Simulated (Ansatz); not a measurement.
Cost and result for the atomization energy of C2H3F2NOSi, SMILES `CO[Si](F)(F)C#N` (10 atoms, 9 bonds).

```xyz
10

C    -0.587    0.886   -1.204
O     0.381   -0.109   -0.907
Si    0.929   -0.566    0.517
F     1.711    0.571    1.272
F     1.888   -1.788    0.320
C    -0.451   -1.066    1.618
N    -1.359   -1.346    2.267
H    -0.183    1.882   -1.012
H    -1.494    0.739   -0.612
H    -0.835    0.797   -2.260
```

Charge 0, multiplicity 1. All single points use the PBE0-D4/def2-TZVP geometry. It is one conformer, not always the lowest. Program: Ansatz. All runs use 4 threads of an Intel Xeon on a shared host. Times are those of one run each, without the atoms' runs, and a repeat can differ threefold. Electronic energies, without spin–orbit coupling; frozen cores. CCSD(T)/CBS adds CCSD(T) − MP2 in def2-TZVPP to the MP2 limit, and its time is that of the two runs behind it. T1 = 0.013. B3LYP takes the VWN-RPA correlation (the form of Gaussian; ORCA's B3LYP/G). HSE06 is the plane-wave form, built on full-range PBE exchange.

CCSD(T)/CBS is a level of theory with its own doubt, some kJ/mol a heavy atom from the limit and from the frozen cores, so smaller differences don't rank the functionals.

```json
{"level": "LDA (SPW92)/def2-TZVPP", "functions": "270", "wall time": "1.2 s", "atomization (kJ/mol)": "5206.5", "difference from CCSD(T)/CBS": "686.7", "per bond": "76.3"}
{"level": "revPBE-D4/def2-TZVPP", "functions": "270", "wall time": "1.9 s", "atomization (kJ/mol)": "4480.4", "difference from CCSD(T)/CBS": "-39.4", "per bond": "-4.4"}
{"level": "PBE-D4/def2-TZVPP (with forces)", "functions": "270", "wall time": "2.3 s", "atomization (kJ/mol)": "4622.9", "difference from CCSD(T)/CBS": "103.1", "per bond": "11.5"}
{"level": "BHLYP-D4/def2-TZVPP", "functions": "270", "wall time": "3 s", "atomization (kJ/mol)": "4302.8", "difference from CCSD(T)/CBS": "-217.0", "per bond": "-24.1"}
{"level": "HSE06-D4/def2-TZVPP", "functions": "270", "wall time": "3.1 s", "atomization (kJ/mol)": "4486.9", "difference from CCSD(T)/CBS": "-32.9", "per bond": "-3.7"}
{"level": "r2SCAN-D4/def2-TZVPP (with forces)", "functions": "270", "wall time": "3.9 s", "atomization (kJ/mol)": "4504.2", "difference from CCSD(T)/CBS": "-15.6", "per bond": "-1.7"}
{"level": "B3LYP-D4/def2-TZVPP (with forces)", "functions": "270", "wall time": "4.4 s", "atomization (kJ/mol)": "4491.2", "difference from CCSD(T)/CBS": "-28.6", "per bond": "-3.2"}
{"level": "B2PLYP/def2-TZVPP", "functions": "270", "wall time": "5.5 s", "atomization (kJ/mol)": "4475.4", "difference from CCSD(T)/CBS": "-44.4", "per bond": "-4.9"}
{"level": "ωB97X-V/def2-TZVPP", "functions": "270", "wall time": "7 s", "atomization (kJ/mol)": "4513.1", "difference from CCSD(T)/CBS": "-6.7", "per bond": "-0.7"}
{"level": "CCSD(T)/def2-SVP", "functions": "117", "wall time": "7 s", "atomization (kJ/mol)": "4189.7", "difference from CCSD(T)/CBS": "-330.1", "per bond": "-36.7"}
{"level": "MP2/def2-QZVPP", "functions": "502", "wall time": "20 s", "atomization (kJ/mol)": "4640.8", "difference from CCSD(T)/CBS": "121.0", "per bond": "13.4"}
{"level": "CCSD(T)/def2-TZVPP", "functions": "270", "wall time": "3.1 min", "atomization (kJ/mol)": "4382.0", "difference from CCSD(T)/CBS": "-137.8", "per bond": "-15.3"}
{"level": "CCSD(T)/CBS(def2)", "functions": "–", "wall time": "3.4 min", "atomization (kJ/mol)": "4519.8", "difference from CCSD(T)/CBS": "0.0", "per bond": "0.0"}
```

At CCSD(T), def2-SVP lies −330.1 kJ/mol from the extrapolated value and def2-TZVPP −137.8 kJ/mol: correlation converges slowly with the basis, and small sets miss more of it in the bonded molecule than in its fragments. The D4 term adds +36.1 kJ/mol with B3LYP and +19.1 kJ/mol with PBE0; it sums over pairs of atoms, weighted by their polarisabilities, and B3LYP, whose exchange is more repulsive, gets the larger term. From r2SCAN to r2SCAN0 (25 % exact exchange), in def2-TZVPP and without D4, the atomization energy moves by −121.7 kJ/mol: exact exchange takes away binding that semilocal exchange gives to molecules.
